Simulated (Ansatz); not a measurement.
Geometry optimisation, Ansatz 0.2.0, RKS BLYP-D4/def2-SVP.

Input:

```yaml
crystal:
  periodic: [false, false, false]
  atoms:
    - { symbol: C, position_ang: [-0.0166, -1.3706, 1.0052] }
    - { symbol: C, position_ang: [0.3307, -0.6204, -0.2967] }
    - { symbol: C, position_ang: [-0.2679, 0.7946, -0.4746] }
    - { symbol: O, position_ang: [0.4604, 1.4202, -1.5718] }
    - { symbol: O, position_ang: [0.0417, 1.5956, 0.6412] }
    - { symbol: I, position_ang: [-2.2995, 0.8631, -0.8272] }
    - { symbol: H, position_ang: [0.4566, -2.2987, 1.0541] }
    - { symbol: H, position_ang: [-1.1047, -1.4832, 1.0383] }
    - { symbol: H, position_ang: [0.2391, -0.7326, 1.9163] }
    - { symbol: H, position_ang: [1.4334, -0.5535, -0.2847] }
    - { symbol: H, position_ang: [0.0583, -1.2417, -1.137] }
    - { symbol: H, position_ang: [-0.2539, 2.0655, -1.8521] }
    - { symbol: H, position_ang: [-0.73271, 1.99178, 0.9352] }
basis:
  gaussian: { orbitals: def2-SVP }
hamiltonian:
  xc: blyp
  dispersion: d4
relax:
  f_tol: 0.015
  max_steps: 40
```

Run as:

```bash
$ ansatz run input.yaml --threads 2 --pin off --max-ram 3072MiB --backend cpu --events-out ev --progress --plain --runs-dir out
```

Q: Where does it end, and by what steps?

A: The run converged. After 15 steps the energy has fallen by 1.116 eV; H13 moved furthest, 0.65 Å.

| step | energy less start (eV) | largest force component (eV/Å) | accepted |
| --- | --- | --- | --- |
| 0 | 0.0000 | 4.574 | yes |
| 1 | -0.7345 | 2.094 | yes |
| 2 | -0.8888 | 1.349 | yes |
| 3 | -0.9672 | 1.535 | yes |
| 4 | -1.0085 | 0.524 | yes |
| 5 | -1.0222 | 0.329 | yes |
| 6 | -1.0640 | 0.733 | yes |
| 7 | -1.0615 | 1.330 | no |
| 8 | -1.0894 | 0.250 | yes |
| 9 | -1.1038 | 0.162 | yes |
| 10 | -1.1025 | 0.752 | no |
| 11 | -1.1115 | 0.114 | yes |
| 12 | -1.1157 | 0.028 | yes |
| 13 | -1.1159 | 0.029 | yes |
| 14 | -1.1161 | 0.024 | yes |
| 15 | -1.1163 | 0.004 | yes |

```xyz
13
Properties=species:S:1:pos:R:3
C -0.080 -1.229 1.023
C 0.354 -0.598 -0.305
C -0.155 0.821 -0.555
O 0.349 1.322 -1.705
O -0.015 1.727 0.470
I -2.612 0.601 -0.844
H 0.379 -2.230 1.137
H -1.180 -1.345 1.072
H 0.251 -0.618 1.889
H 1.463 -0.501 -0.338
H 0.058 -1.224 -1.168
H 0.101 2.271 -1.754
H -0.568 1.435 1.224
```

The run took 90 s on 2 threads of Arm Neoverse N1, with other jobs on the host, peak memory 0.2 GiB.
